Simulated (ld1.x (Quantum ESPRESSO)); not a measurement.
**Configuration tests for Pd (TM)**

ld1.x (Quantum ESPRESSO) 7.5 input, shortened:

```
&input
   title='Pd', zed=46., rel=1, dft='PBESOL', iswitch=3,
   config='[Kr] 4d10 5s0'
 /
 &inputp
   pseudotype=2, tm=.true., lloc=1,
   nlcc=.true., new_core_ps=.true., rcore=0.85
 /
3
4S  1  0   2.00   0.00  0.95  0.95  0.0
4D  3  2  10.00   0.00  1.25  1.25  0.0
4P  2  1   6.00   0.00  1.05  1.05  0.0
 &test
   configts(1)='4s2 4p6 4d10 5s0'
 /
```

Energies are relative to the spin-unpolarised reference configuration 4s2 4p6 4d10 5s0; without spin polarisation the order of configurations can differ from experiment.

Give the all-electron excitation energy and the error of the potential for: 4s2 4p6 4d9 5s0; 4s2 4p6 4d8 5s0; 4s2 4p6 4d7 5s0; 4s2 4p6 4d9 5s1; 4s2 4p5 4d10 5s0; 4s2 4p6 4d8 5s1; 4s2 4p6 4d9.5 5s0.

```
valence configuration  charge  ΔE all-electron (eV)  error AE − PS (meV)
      4s2 4p6 4d9 5s0      +1                 9.120                 +0.7
      4s2 4p6 4d8 5s0      +2                29.938                 +3.2
      4s2 4p6 4d7 5s0      +3                64.286                  +11
      4s2 4p6 4d9 5s1       0                 1.511                  +34
     4s2 4p5 4d10 5s0      +1                57.113                  -31
      4s2 4p6 4d8 5s1      +1                13.664                  +56
    4s2 4p6 4d9.5 5s0    +0.5                 3.236                 +0.3
```

Levels in the configuration 4s2 4p6 4d9 5s1:

| level | all-electron (eV) | pseudo (eV) |
| --- | --- | --- |
| 4s | -88.643 | -88.616 |
| 4p | -54.421 | -54.397 |
| 4d | -6.698 | -6.680 |
| 5s | -4.375 | -4.397 |
